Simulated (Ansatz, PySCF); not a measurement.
System: C₄H₅S, net charge 0, doublet state. It need not be the lowest isomer of its formula. 
Coordinates optimised at B3LYP-D3(BJ)/def2-TZVP (Ansatz, a quantum-chemistry and plane-wave program):
```
C
C 1 1.3715
H 1 1.0802 2 124.72
H 2 1.0819 1 123.26 3 0.00
C 2 1.3924 4 121.83 1 180.00
H 5 1.0776 2 127.07 4 0.00
C 1 1.4966 3 120.93 2 180.00
H 7 1.0943 1 113.01 3 -61.06
H 7 1.0943 8 107.32 1 -125.26
S 5 1.7369 6 120.00 2 -180.00
```
Charge 0, spin multiplicity 2.

Dipole moments at this geometry, in debye (magnitudes).

```tsv
level	program	dipole (D)
PBE/def2-TZVPD	Ansatz	1.03
BLYP/def2-TZVPD	Ansatz	0.99
revPBE/def2-TZVPD	Ansatz	1.04
r2SCAN/def2-TZVPD	Ansatz	1.19
B97M-V/def2-TZVPD	Ansatz	1.12
PBE0/def2-TZVPD	Ansatz	1.16
TPSSh/def2-TZVPD	PySCF	1.16
HSE06/def2-TZVPD	Ansatz	1.16
wB97X-V/def2-TZVPD	Ansatz	1.20
CCSD(T)/aug-cc-pV(D+d)Z	Ansatz	1.15
```
